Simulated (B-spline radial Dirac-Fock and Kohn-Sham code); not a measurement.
Z = 66 (dysprosium), transition energy 100 keV. Calculated with a radial finite-basis atomic code, using a Dirac-Hartree-Slater potential of the neutral atom with a Latter tail (no hole, which puts coefficients of high multipoles low close above an edge), finite nucleus with surface currents. Subshells that would emit electrons below 1 keV are left out.

Q: A pure transition shows α(K) = 1.12, L1/L2 = 0.179 and L1/L3 = 0.181. What is its multipolarity?
A. M3
B. E4
C. M1
D. E1
E. M4
F. E2
G. M2
H. E3

A: F. For comparison, α(K), L1/L2, L1/L3 are E1 0.258, 4.34, 3.58; E3 3.82, 0.0271, 0.0306; E4 12.8, 0.0199, 0.0238; M1 2.03, 11.5, 72.1; M2 16.9, 8.34, 4.95; M3 84.0, 5.86, 0.992; M4 377, 4.45, 0.424.
